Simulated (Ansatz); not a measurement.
cyclo-(F2GeNMe)3 (C₃H₉F₆Ge₃N₃). The state is a singlet with charge 0. Geometry PBE-D4/def2-SVP, basis def2-TZVP, Ansatz.

```json
{"run": "A", "HOMO (eV)": "-10.58", "LUMO (eV)": "0.50"}
{"run": "B", "HOMO (eV)": "-6.69", "LUMO (eV)": "-2.39"}
{"run": "C", "HOMO (eV)": "-6.76", "LUMO (eV)": "-2.56"}
{"run": "D", "HOMO (eV)": "-8.25", "LUMO (eV)": "-1.51"}
{"run": "E", "HOMO (eV)": "-10.68", "LUMO (eV)": "0.73"}
{"run": "F", "HOMO (eV)": "-7.09", "LUMO (eV)": "-2.28"}
```

Single mean-field runs in def2-TZVP are fitted with def2-universal-jkfit.

Q: The runs used PBE, PBE0, r2SCAN, revPBE, ωB97M-V, ωB97X-V. Estimate which is which.

A: A ωB97M-V (range-separated); B revPBE (0 % exact exchange); C PBE (0 % exact exchange); D PBE0 (25 % exact exchange); E ωB97X-V (range-separated); F r2SCAN (0 % exact exchange). Exact exchange lowers occupied and raises empty levels; among semilocal functionals meta-GGAs tend to open the gap a little, and such runs are hard to tell apart. The gap grows from 4.20 eV (PBE) to 11.41 eV (ωB97X-V).
